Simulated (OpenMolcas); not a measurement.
Au3+: from CASSCF to CASPT2

```json
{"Program": "OpenMolcas", "Basis": "ANO-RCC-VQZP [9s8p6d4f2g1h]", "Scalar Hamiltonian": "DKH2, point nucleus", "Active space": "8 electrons in 10 orbitals (5d 6d)", "State averaging": "2S+1 = 3 even, 10 roots; 2S+1 = 1 even, 15 roots", "Spin-orbit coupling": "RASSI with atomic mean-field integrals over the reference wave functions, term energies averaged over their components"}
```

Methods on the same reference wave functions:
A. CASSCF
B. SS-CASPT2, IPEA 0.25 Eh, imaginary shift 0.1 Eh (closed shells correlated: 5s 5p)

Energies in cm⁻¹ above 5d⁸ ³F₄, the measured ground level; measured values from Zainab et al., Astrophys. J. Suppl. Ser. 267, 12 (2023).

| Level | A | B | Measured |
| --- | --- | --- | --- |
| 5d⁸ ³F₄ | 0.0 | 0.0 | 0.0 |
| 5d⁸ ³F₃ | 12276 | 12420 | 12294 |
| 5d⁸ ³P₂ [51 %] | 20562 | 18790 |  |
| 5d⁸ ³P₀ | 22944 | 18950 | 18185 |
| 5d⁸ ³P₁ | 26164 | 22670 | 21490 |
| 5d⁸ ¹G₄ | 29379 | 26380 | 25702 |
| 5d⁸ ¹S₀ | 62337 | 56290 | 55278 |

Deviations, from unrounded energies. A percentage is the sum of absolute deviations over the sum of measured energies, with the sign that they share, or ± where signs differ.

```
                        Against measurement  Levels      A     B
             mean absolute deviation (cm-1)       5   4000   750
      fine structure of the ground term (%)       1   -0.1  +1.0
other terms of the ground configuration (%)       4  +16.7  +3.0
```

B lies closest to measurement on these levels. The largest miss of B in the table is 5d⁸ ³P₁, by +1200 cm-1. The ranking rests on the paired levels alone, and a cruder setting can come out closer through cancelling errors.

From A to B the spin-free energies of the other terms of 5d⁸ shown, above ³F, scale by factors of 0.74 to 0.86, as is usual when dynamic correlation screens the repulsion within a d or f shell.

The lowest spin-free term lies below A's lowest term by 0.445 hartree in B.

CASPT2 does not keep the components of a term degenerate, so their means are used; among the terms shown or strongly mixed into the levels shown the widest spread is 680 cm-1 (5d⁸ ¹G, B). Active for correlation alone: 6d; no level in the range computed is led by a configuration that fills it, so any true level of that kind is missing. Without dynamic correlation excited terms often stand tens of per cent too high (terms of higher spin than the ground term too low), and those without a measured partner can miss by more than the paired ones (holds for A). Measured partners are found by configuration, term and J. A level has none where our copy of the source lacks it or the pairing is in doubt (some pairs that miss far off the trend of their configuration count as doubtful), and it then counts in no deviation. Only configurations of the active space appear. Levels that lie high or do not pair safely by name in every column are left out.

A share in square brackets marks a mixed level and gives the weight of the term that names it, the lowest over the columns.
